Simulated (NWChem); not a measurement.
System: AlNH₃Cl; SMILES [NH2][AlH][Cl]

Excerpt of the output:

```
             Northwest Computational Chemistry Package (NWChem) 7.3.0
             --------------------------------------------------------

 CS  symmetry detected

                             Geometry "geometry" -> ""
                             -------------------------

 Output coordinates in angstroms (scale by  1.889725989 to convert to a.u.)

  No.       Tag          Charge          X              Y              Z
 ---- ---------------- ---------- -------------- -------------- --------------
    1 Al                  13.0000    -0.56905035     0.51284570     0.00000000
    2 H                    1.0000    -2.12902075     0.78821971     0.00000000
    3 Cl                  17.0000     0.19385016    -1.46592017     0.00000000
    4 N                    7.0000     0.60687348     1.84269237     0.00000000
    5 H                    1.0000     1.62339595     1.73156071     0.00000000
    6 H                    1.0000     0.35971212     2.83502188     0.00000000

 Effective nuclear repulsion energy (a.u.)     127.5561265198

      Symmetry information
      --------------------

 Group name             Cs
 Group number              2
 Group order               2
 No. of unique centers     6

                                 NWChem DFT Module
                                 -----------------

 Summary of "ao basis" -> "ao basis" (spherical)
 ------------------------------------------------------------------------------
       Tag                 Description            Shells   Functions and Types
 ---------------- ------------------------------  ------  ---------------------
 Al                       aug-cc-pvdz               11       27   5s4p2d
 H                        aug-cc-pvdz                5        9   3s2p
 Cl                       aug-cc-pvdz               11       27   5s4p2d
 N                        aug-cc-pvdz                9       23   4s3p2d

      Symmetry analysis of basis
      --------------------------

        a'         75
        a"         29

            General Information
            -------------------
          SCF calculation type: DFT
          Wavefunction type:  closed shell.
          No. of atoms     :     6
          No. of electrons :    40
           Alpha electrons :    20
            Beta electrons :    20
          Charge           :     0
          Spin multiplicity:     1
          Use of symmetry is: on ; symmetry adaption is: on
          Maximum number of iterations: 150
          AO basis - number of functions:   104
                     number of shells:    46
          Convergence on energy requested:  1.00D-06
          Convergence on density requested:  1.00D-05
          Convergence on gradient requested:  5.00D-04

              XC Information
              --------------
                         PBE0 Method XC Functional
                     Hartree-Fock (Exact) Exchange  0.250
          PerdewBurkeErnzerhof Exchange Functional  0.750
            Perdew 1991 LDA Correlation Functional  1.000 local
           PerdewBurkeErnz. Correlation Functional  1.000 non-local

             Grid Information
             ----------------
          Grid used for XC integration:  medium
          Radial quadrature: Mura-Knowles
          Angular quadrature: Lebedev.
          Tag              B.-S. Rad. Rad. Pts. Rad. Cut. Ang. Pts.
          ---              ---------- --------- --------- ---------
          Al                  1.25       88          14.0       590
          H                   0.35       45          15.0       434
          Cl                  1.00       88          15.0       590
          N                   0.65       49          13.0       434
          Grid pruning is: on
          Number of quadrature shells:   360
          Spatial weights used:  Erf1

      Superposition of Atomic Density Guess
      -------------------------------------

 Sum of atomic energies:        -757.15165374

      Non-variational initial energy
      ------------------------------

 Total energy =    -757.873078
 1-e energy   =   -1300.182417
 2-e energy   =     414.753212
 HOMO         =      -0.370283
 LUMO         =      -0.008690

      Symmetry analysis of molecular orbitals - initial
      -------------------------------------------------

  Numbering of irreducible representations:

     1 a'          2 a"

  Orbital symmetries:

     1 a'          2 a'          3 a'          4 a'          5 a'
     6 a'          7 a"          8 a'          9 a'         10 a'
    11 a"         12 a'         13 a'         14 a'         15 a'
    16 a'         17 a'         18 a"         19 a'         20 a"
    21 a'         22 a"         23 a'         24 a'         25 a'
    26 a"         27 a'         28 a'         29 a'         30 a'

     ---------------------------------------------
      Total Density - Mulliken Population Analysis
     ---------------------------------------------

    Atom       Charge   Shell Charges
 -----------   ------   -------------------------------------------------------
    1 Al  13    11.69   2.00  2.02  0.62  0.19  0.02  6.01  0.60  0.04  0.00  0.21 -0.01
    2 H    1     0.95   0.67  0.30 -0.04  0.01  0.01
    3 Cl  17    17.56   2.00  2.01  0.95  0.95  0.04  6.00  3.19  2.31  0.08  0.01  0.01
    4 N    7     8.07   2.00  0.79  0.71  0.13  2.63  1.63  0.20  0.01 -0.03
    5 H    1     0.86   0.63  0.17 -0.00  0.05  0.00
    6 H    1     0.86   0.63  0.17 -0.00  0.05  0.01

   convergence    iter        energy       DeltaE   RMS-Dens  Diis-err
 ---------------- ----- ----------------- --------- --------- ---------
 d= 0,ls=0.0,diis     1   -758.9154117458 -8.86D+02  1.04D-02  4.44D-01
 d= 0,ls=0.0,diis     2   -758.8893386446  2.61D-02  5.11D-03  6.43D-01
 d= 0,ls=0.0,diis     3   -758.9656648693 -7.63D-02  1.16D-03  2.65D-02
 d= 0,ls=0.0,diis     4   -758.9683877715 -2.72D-03  3.72D-04  2.89D-03
 d= 0,ls=0.0,diis     5   -758.9688340844 -4.46D-04  5.64D-05  2.33D-05
  Resetting Diis
 d= 0,ls=0.0,diis     6   -758.9688373622 -3.28D-06  7.60D-06  8.83D-07
 d= 0,ls=0.0,diis     7   -758.9688374838 -1.22D-07  2.62D-06  2.74D-08

         Total DFT energy =     -758.968837483795
      One electron energy =    -1303.064557636368
           Coulomb energy =      471.187423529411
    Exchange-Corr. energy =      -54.647829896620
 Nuclear repulsion energy =      127.556126519782

 Numeric. integr. density =       39.999993501982

                  Occupations of the irreducible representations
                  ----------------------------------------------

                     irrep           alpha         beta
                     --------     --------     --------
                     a'               16.0         16.0
                     a"                4.0          4.0

                       DFT Final Molecular Orbital Analysis
                       ------------------------------------

 Vector   18  Occ=2.000000D+00  E=-3.435034D-01  Symmetry=a"
              MO Center=  1.6D-01, -1.2D+00,  1.0D-15, r^2= 1.6D+00
   Bfn.  Coefficient  Atom+Function         Bfn.  Coefficient  Atom+Function
  ----- ------------  ---------------      ----- ------------  ---------------
    47      0.573611  3 Cl pz                50      0.439976  3 Cl pz
    11      0.108458  1 Al pz                70      0.084711  4 N  pz
    73      0.063254  4 N  pz                53      0.045724  3 Cl pz
    19     -0.041311  1 Al d -1              14      0.033558  1 Al pz

 Vector   19  Occ=2.000000D+00  E=-3.266791D-01  Symmetry=a'
              MO Center= -3.8D-01, -6.5D-01, -1.3D-15, r^2= 3.4D+00
   Bfn.  Coefficient  Atom+Function         Bfn.  Coefficient  Atom+Function
  ----- ------------  ---------------      ----- ------------  ---------------
    45      0.496635  3 Cl px                48      0.364881  3 Cl px
    28      0.236921  2 H  s                  4      0.220769  1 Al s
     9     -0.147984  1 Al px                22      0.117450  1 Al d  2
    12     -0.103111  1 Al px                 3      0.092640  1 Al s
    46      0.091471  3 Cl py                69      0.088737  4 N  py

 Vector   20  Occ=2.000000D+00  E=-2.869124D-01  Symmetry=a"
              MO Center=  5.2D-01,  1.6D+00, -5.7D-16, r^2= 1.6D+00
   Bfn.  Coefficient  Atom+Function         Bfn.  Coefficient  Atom+Function
  ----- ------------  ---------------      ----- ------------  ---------------
    70      0.538921  4 N  pz                73      0.397044  4 N  pz
    47     -0.134681  3 Cl pz                11      0.125687  1 Al pz
    50     -0.105274  3 Cl pz                76      0.099442  4 N  pz
    19      0.055138  1 Al d -1              14      0.041689  1 Al pz
    21     -0.035364  1 Al d  1             104      0.028108  6 H  pz

 Vector   21  Occ=0.000000D+00  E=-2.601501D-02  Symmetry=a"
              MO Center= -8.7D-01,  5.0D-01, -2.6D-16, r^2= 5.7D+00
   Bfn.  Coefficient  Atom+Function         Bfn.  Coefficient  Atom+Function
  ----- ------------  ---------------      ----- ------------  ---------------
    14      0.687936  1 Al pz                11      0.395556  1 Al pz
    17      0.279799  1 Al pz                70     -0.195763  4 N  pz
    73     -0.170234  4 N  pz                76     -0.163331  4 N  pz
    50     -0.162465  3 Cl pz                47     -0.160565  3 Cl pz
    53     -0.142892  3 Cl pz                26      0.066944  1 Al d  1

 Vector   22  Occ=0.000000D+00  E=-1.963069D-02  Symmetry=a'
              MO Center=  5.9D-01,  1.3D+00,  1.5D-14, r^2= 1.0D+01
   Bfn.  Coefficient  Atom+Function         Bfn.  Coefficient  Atom+Function
  ----- ------------  ---------------      ----- ------------  ---------------
     5      1.063468  1 Al s                 67     -1.005410  4 N  s
     4      0.877315  1 Al s                 30     -0.379611  2 H  s
    66     -0.364090  4 N  s                 12      0.343127  1 Al px
    41     -0.332577  3 Cl s                 98      0.282456  6 H  s
    89      0.212308  5 H  s                 97      0.178461  6 H  s

 Vector   23  Occ=0.000000D+00  E= 2.835319D-03  Symmetry=a'
              MO Center= -6.9D-01,  9.9D-01, -8.2D-15, r^2= 1.7D+01
   Bfn.  Coefficient  Atom+Function         Bfn.  Coefficient  Atom+Function
  ----- ------------  ---------------      ----- ------------  ---------------
    16      0.743136  1 Al py                67     -0.390294  4 N  s
    13      0.250079  1 Al py                40      0.210250  3 Cl s
    89      0.178091  5 H  s                 98      0.174676  6 H  s
    10      0.150204  1 Al py                 3     -0.141847  1 Al s
     4     -0.137667  1 Al s                 15     -0.135291  1 Al px

     ---------------------------------------------
      Total Density - Mulliken Population Analysis
     ---------------------------------------------

    Atom       Charge   Shell Charges
 -----------   ------   -------------------------------------------------------
    1 Al  13    12.17   2.00  2.04  0.61  0.07  0.01  6.02  0.98  0.09  0.00  0.34 -0.01
    2 H    1     0.89   0.70  0.22 -0.06  0.01  0.02
    3 Cl  17    17.38   2.00  2.03  0.94  0.95  0.06  6.00  3.09  2.17  0.10  0.01  0.01
    4 N    7     7.52   2.01  0.72  0.70  0.17  2.43  1.33  0.19  0.01 -0.04
    5 H    1     1.02   0.75  0.19 -0.00  0.06  0.02
    6 H    1     1.03   0.75  0.19 -0.00  0.06  0.03

     -------------------------------------------
      Total Density - Lowdin Population Analysis
     -------------------------------------------

    Atom       Charge   Shell Charges
 -----------   ------   -------------------------------------------------------
    1 Al  13    12.49   1.99  1.65  0.53  0.19  0.06  5.84  0.93  0.39  0.03  0.59  0.29
    2 H    1     1.15   0.57  0.39  0.07  0.01  0.11
    3 Cl  17    17.01   2.00  1.78  1.00  0.76  0.16  5.97  2.92  2.08  0.28  0.01  0.07
    4 N    7     7.10   1.89  0.61  0.39  0.09  2.17  1.51  0.26  0.02  0.16
    5 H    1     1.12   0.51  0.15  0.03  0.13  0.30
    6 H    1     1.13   0.51  0.15  0.03  0.13  0.30

     Multipole analysis of the density
     ---------------------------------

     L   x y z        total         alpha         beta         nuclear
     -   - - -        -----         -----         ----         -------
     0   0 0 0     -0.000000    -20.000000    -20.000000     40.000000

     1   1 0 0      0.095722      0.047861      0.047861      0.000000
     1   0 1 0      0.866332      0.433166      0.433166      0.000000
     1   0 0 1     -0.000000     -0.000000     -0.000000      0.000000

     2   2 0 0    -24.005395    -38.292991    -38.292991     52.580588
     2   1 1 0      0.989249     -1.926390     -1.926390      4.842028
     2   1 0 1     -0.000000     -0.000000     -0.000000      0.000000
     2   0 2 0    -23.154759   -146.164294   -146.164294    269.173830
     2   0 1 1     -0.000000     -0.000000     -0.000000      0.000000
     2   0 0 2    -23.659241    -11.829621    -11.829621      0.000000
```

Level: PBE0/aug-cc-pVDZ. The geometry was optimised at PBE-D3(BJ)/def2-SVP.

Q: Reconstruct the input file.

A: Several could match; the one computed here: the input that was run:
```
start job
memory heap 200 mb stack 900 mb global 1100 mb
geometry units angstroms noautoz
  Al    -0.565501     0.490841     0.000000
  H     -2.139333     0.670817     0.000000
  Cl     0.316349    -1.437856     0.000000
  N      0.527355     1.889753     0.000000
  H      1.548755     1.840659     0.000000
  H      0.220291     2.865211     0.000000
end
basis spherical
  * library aug-cc-pvdz
end
dft
  xc pbe0
  iterations 150
  mulliken
end
task dft energy
```
